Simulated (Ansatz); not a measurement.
`[F][Al]([SiH3])[Cl]`. Charge 0, multiplicity 1. All single points use the PBE0-D4/def2-TZVP geometry.

```xyz
7

F    -1.264   -1.518   -1.691
Al   -0.171   -0.364   -1.266
Si    0.089    0.255    1.072
Cl    0.935    0.495   -2.815
H     0.500   -0.936    1.864
H    -1.207    0.751    1.609
H     1.117    1.317    1.227
```

(1) What is the dipole moment at B3LYP/def2-TZVPP? (Best estimate.)

(2) And with PBE, r2SCAN, ωB97M-V? (Best estimate.)

(3) Give the Mulliken charges with B3LYP, ωB97M-V, PBE in def2-TZVPP. (Estimate.)

Answers

(1) Computed: 1.65 D, with components (0.34, 0.58, 1.50) D in this frame, pointing from negative to positive charge.

(2) Ansatz gave: PBE 1.60 D, r2SCAN 1.59 D, ωB97M-V 1.61 D.

(3) Computed: 
```tsv
atom	B3LYP	ωB97M-V	PBE
F1	-0.34	-0.33	-0.30
Al2	0.66	0.64	0.61
Si3	0.04	-0.07	-0.02
Cl4	-0.24	-0.22	-0.21
H5	-0.04	-0.01	-0.03
H6	-0.04	-0.01	-0.03
H7	-0.04	-0.01	-0.03
```

B3LYP here is the variant with VWN-RPA as its local correlation; programs differ in this.
